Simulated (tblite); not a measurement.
C2H13NOSi4.
Geometry (GFN2-xTB, Å), atoms numbered from 1 in this order:
```xyz
21
C2H13NOSi4 angstrom
C     -4.310   -0.005   -0.696
N     -3.008   -0.437   -0.258
Si    -1.895    0.479    0.647
C     -0.340   -0.648    0.704
O     -0.326   -1.684    0.059
Si     1.257   -0.136    1.636
Si     2.630    0.845    0.049
Si     4.406   -0.443   -0.704
H     -4.639    0.818   -0.065
H     -4.302    0.343   -1.735
H     -5.034   -0.819   -0.612
H     -2.665   -1.243   -0.760
H     -2.399    0.715    2.003
H     -1.462    1.761    0.064
H      0.812    0.707    2.751
H      1.822   -1.360    2.213
H      3.135    2.125    0.578
H      1.804    1.269   -1.098
H      4.926   -1.300    0.367
H      4.039   -1.325   -1.813
H      5.542    0.355   -1.175
```

Level: GFN2-xTB in tblite, geometry and Hessian alike; calculated harmonic values, unscaled, isolated species. Against measured fundamentals such values can be off by several per cent, at times by over 20. Modes of hydrogen on silicon can be 10 to 20 % off. One conformer, not necessarily the lowest. The optimisation stopped once no atom felt more than 0.01 eV/Å.

Lowest wavenumbers of the output (negative numbers stand for imaginary wavenumbers):
```
mode    cm-1
  1     -20.1
  2      -8.4
  3      19.0
  4      30.0
  5      71.7
  6      77.3
  7      89.7
  8     102.4
```

Is this structure a minimum?

Not by this Hessian. 1 mode is imaginary beyond 20i (20i cm⁻¹), and 1 more slightly so (8.4i). The curvature is small, so loose convergence or finite differences may be the whole cause.

Which atoms move in the imaginary modes?

20i: H21 (Si–H hydrogen) 34 %, H20 (Si–H hydrogen) 32 %, H19 (Si–H hydrogen) 30 %; 8i: Si8 (SiH3 silicon) 40 %, Si7 (SiH2 silicon) 15 %. These are shares of the mass-weighted motion.

What is the remedy?

Step along such a mode in both directions, optimise again with tighter thresholds and repeat the frequencies. The zero-point energy of this point (84.0 kcal/mol) counts the 55 real modes alone, and thermal corrections from it aren't those of a minimum.
